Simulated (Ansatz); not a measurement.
Redistribution: C2H3ClO + CHBr2I → C2H3IO + CHBr2Cl

Species: C2H3ClO (acetyl chloride) `CC(=O)Cl`, singlet; CHBr2I (dibromoiodomethane) `BrC(Br)I`, singlet; C2H3IO (acetyl iodide) `CC(=O)I`, singlet; CHBr2Cl (chlorodibromomethane) `ClC(Br)Br`, singlet. The partners trade Cl for I; both sit on C, so the bond types are kept.

Shapes, held fixed at every level: PBE0-D4/def2-TZVP. Programs: Ansatz 0.2.0. The zero-point and thermal change to 298 K, harmonic and unscaled (PBE0-D4/def2-TZVP), is 0.0 kJ/mol.

Problem. Estimate ΔH(298 K) of this reaction.

Solution. The highest level, CCSD(T)/def2-TZVPP, gives ΔH(298 K) = +11.2 kJ/mol; the levels span +4.3 to +12.4. The column of differences is taken from that level and isn't an error. No measured value is set beside it here. For atoms past krypton def2 sets carry core potentials with scalar relativity. Relativity is left out for Br unless named. Correlated rows may include outer-core shells of Br, I, which these sets cover unevenly. Times are processor times on shared x86 and Arm servers, and rough.

| level | kind | ΔH(298 K) (kJ/mol) | less CCSD(T)/def2-TZVPP | CPU time (sum over the molecules) |
| --- | --- | --- | --- | --- |
| SPW92/def2-TZVPP | LDA | +4.3 | -6.9 | 13 s |
| B3LYP-D4/def2-TZVPP | global hybrid | +6.3 | -4.9 | 47 s |
| r2SCAN0-D4/def2-TZVPP | global hybrid | +7.4 | -3.8 | 59 s |
| MP2/def2-TZVPP | perturbation theory | +12.3 | +1.1 | – |
| CCSD(T)/def2-SVP | coupled cluster or CI | +10.9 | -0.3 | 41 s |
| CCSD/def2-SVP | coupled cluster or CI | +12.4 | +1.2 | – |
| CCSD(T)/def2-TZVPP | coupled cluster or CI | +11.2 | 0.0 | 10 min |
